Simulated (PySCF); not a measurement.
Calculation: PBE0-D4/def2-TZVP (PySCF 2.14.0). Gas-phase values, no solvent. One relaxed conformer stands for a flexible species; it need not be the lowest. Delta-SCF ions had no search for a lower state. 

Reference species (SMILES): `BNB=N` (neutral, multiplicity 1).

```yaml
vertical ionisation energy (Delta-SCF): 10.04 eV
HOMO–LUMO gap: 7.14 eV
```

Changed species: `NBN=B`.

Question: Predict the effect on the vertical ionisation energy (Delta-SCF) and HOMO–LUMO gap.

Answer: the vertical ionisation energy (Delta-SCF) falls by 0.11 eV, to 9.93 eV; the HOMO–LUMO gap rises by 0.35 eV, to 7.49 eV.
